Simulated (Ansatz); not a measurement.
Two isomers of C3H8OSi: A = `C1C[SiH2]CO1`, B = `C=C[SiH](C)O`.

Calculated with Ansatz (gas phase, PBE0-D4/def2-TZVP geometries, no zero-point term in ΔE). CCSD(T)/CBS adds triple-zeta CCSD(T) − MP2 to the extrapolated MP2 energy (def2 sets, frozen cores). Functionals use def2-TZVPP. B3LYP here is the variant with VWN-RPA as its local correlation; programs differ in this. Each species was taken in one conformer, which may not be the lowest.

A:

```xyz
13

C     1.0714   -0.7811    0.2670
C    -0.0413   -0.3305    1.2191
Si   -1.1814    0.6192    0.0553
C     0.0878    0.5604   -1.3623
O     1.3044    0.2097   -0.7143
H     0.7868   -1.7283   -0.2172
H     2.0244   -0.9359    0.7760
H     0.3564    0.3373    1.9868
H    -0.5202   -1.1744    1.7183
H    -2.4576   -0.0798   -0.2587
H    -1.4975    1.9941    0.5252
H     0.2498    1.5056   -1.8814
H    -0.1831   -0.1963   -2.1138
```

B:

Z-matrix (Å, degrees):
```
Si
C 1 1.862
O 1 1.652 2 110.3
C 1 1.866 2 109.5 3 -123.9
H 1 1.486 2 110.4 3 115.1
C 2 1.331 1 123.2 3 -7.5
H 2 1.090 1 119.0 3 172.0
H 3 0.958 1 117.1 2 -66.5
H 4 1.094 1 110.4 2 -59.8
H 4 1.093 1 111.4 2 59.7
H 4 1.092 1 110.9 2 -179.4
H 6 1.087 2 122.5 1 179.4
H 6 1.087 2 121.4 1 -1.2
```

Q: Which is lower in electronic energy at CCSD(T)/CBS, and by how much? (Best estimate.)

A: The calculation gave: B, by 172.5 kJ/mol.

Q: Give E(B) − E(A) in kJ/mol with PBE-D4, B3LYP-D4, CCSD(T)/def2-TZVPP, CCSD/def2-TZVPP, r2SCAN-D4, HF/def2-TZVPP, BLYP-D4. (Best estimate.)

A: Ansatz gave: PBE-D4 -144.8, B3LYP-D4 -170.2, CCSD(T)/def2-TZVPP -168.0, CCSD/def2-TZVPP -169.7, r2SCAN-D4 -160.7, HF/def2-TZVPP -187.7, BLYP-D4 -171.6. None reverses the order clearly.

Q: Does the order hold for the free energy at 298.15 K (harmonic terms from PBE0-D4)? (An estimate is asked.)

A: The calculation gave: Yes: G(B) − G(A) = -186.0 kJ/mol, for one conformer each.

Largest T1 diagnostic: 0.012.

From BLYP to BHLYP (50 % exact exchange), in def2-TZVPP and without D4, E(B) − E(A) moves by +3.7 kJ/mol. In def2-TZVPP, CCSD(T) changes the Hartree–Fock value by +19.7 kJ/mol (the triples alone add +1.7 kJ/mol) and MP2 by +16.4 kJ/mol.
